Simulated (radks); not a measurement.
Species: Ti4+. Configuration: [He] 2s2 2p5.5 3s2 3p6 3d0.5 (fractional occupations, a model configuration). Calculated with a radial shooting solver on a logarithmic mesh with Libxc functionals: scalar-relativistic Kohn-Sham, XLYP, spin-polarised, spherical densities, point nucleus; open shells are filled with parallel spins first.

Normalised radial functions P(r) = r R(r), r in bohr:

r         3s down    3p up
0.003821   0.0848   0.0020
0.00561    0.1189   0.0041
0.008237   0.1634   0.0084
0.01209    0.2180   0.0171
0.0179     0.2788   0.0347
0.02628    0.3287   0.0677
0.03858    0.3397   0.1269
0.05664    0.2672   0.2238
0.08315    0.0675   0.3607
0.1221    -0.2513   0.5068
0.1792    -0.5522   0.5680
0.2631    -0.5555   0.3939
0.3863    -0.0481  -0.1024
0.5672     0.7388  -0.7417
0.8327     1.1458  -1.0822
1.232      0.8292  -0.8475
1.809      0.3015  -0.3672
2.656      0.0477  -0.0771
3.9        0.0022  -0.0055
5.725      0.0000  -0.0001

3s down: eigenvalue -116.20 eV, 2 radial nodes at r = 0.0911, 0.396 bohr, <r> = 0.961 bohr, 90 % of the charge inside 1.43 bohr. 3p up: eigenvalue -92.523 eV, 1 radial node at r = 0.362 bohr, <r> = 1.00 bohr, 90 % of the charge inside 1.53 bohr.
